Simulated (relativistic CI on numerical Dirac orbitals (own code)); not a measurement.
# Hyperfine structure of Hf13+, mass number 177

Computed by Dirac-Coulomb-Breit CI, separate exchange-only KLI orbitals for each configuration, model QED (radiative potential, 1s self-energy scaled to tabulated hydrogen-like ionisation energies), unscaled Slater integrals (own radial code, finite nucleus).

Configurations in the expansion (outside the closed core [Ar] 3d10 4p6 4d10): 4s2.4f11.5s2, 4s2.4f13, 4s2.4f12.5s, 4s2.4f10.5s2.5p, 4s2.4f11.5s.5p, 4s2.4f12.5p, 4s2.4f10.5s2.5d, 4s2.4f12.5f, 4s.4f13.5s, 4s.4f14, 4s.4f13.5p, 4f13.5s2, 4f14.5s, 4f13.5s.5p. Double excitations out of closed p, d and f shells are left out; levels of such configurations are missing from the list, as are those of other unlisted configurations, and high levels can miss mixing partners.

Nuclear spin I = 7/2, μ = 0.791 μN, Q = 3.37 b (tables of Stone and Pyykkö). The electronic factors are computed for point nuclear moments, without core polarisation or the Bohr-Weisskopf and QED corrections.

```csv
Level,E (cm⁻¹),A (MHz),B (MHz)
4s2.4f11.5s2 4I°_15/2,0.0,304.7,-4140
4s2.4f11.5s2 4I°_13/2,11849.8,356.4,-3540
4s2.4f11.5s2 4I°_11/2,17876.9,382.1,-2260
4s2.4f11.5s2 4F°_9/2,27313.7,361.1,3010
4s2.4f11.5s2 2H°_11/2,33179.8,363.8,-552
4s2.4f11.5s2 4F°_7/2,37064.1,305.3,4090
4s2.4f11.5s2 4F°_5/2,40032.8,324.4,1370
4s2.4f11.5s2 4F°_3/2,40442.4,325.6,2200
```

Levels with J = 0, under 50 % of one LS term, or S terms without an open s electron are left out. Small factors come from cancelling terms and can be off by tens of per cent or more.

At this charge transitions that keep the count of f electrons are usually good to a few per cent. Terms inside the open d or f shell come out 10 to 20 % too wide with unscaled integrals. Levels and lines within the n = 5 or 6 shells can be off by up to 10 % or somewhat more, and those that change n by about 2 %, since core polarisation is missing. Levels that differ in their count of f electrons can be misplaced by several ten thousand cm⁻¹, since the correlation energy of f electrons is missing or only estimated; rates across such gaps can be off by orders of magnitude.

Q: Give the hyperfine levels of 4s2.4f11.5s2 4I°_15/2 relative to its centre of gravity.

A: With K = F(F + 1) − I(I + 1) − J(J + 1), E = AK/2 + B[¾K(K + 1) − I(I + 1)J(J + 1)]/[2I(2I − 1)J(2J − 1)]: F = 4: -10570, F = 5: -8289, F = 6: -5734, F = 7: -3009, F = 8: -233.8, F = 9: 2458, F = 10: 4912, F = 11: 6962 MHz.

LS names give the leading component of a level, which can be under half, so a name can repeat, a term be missing and a line seem to break the LS rules.
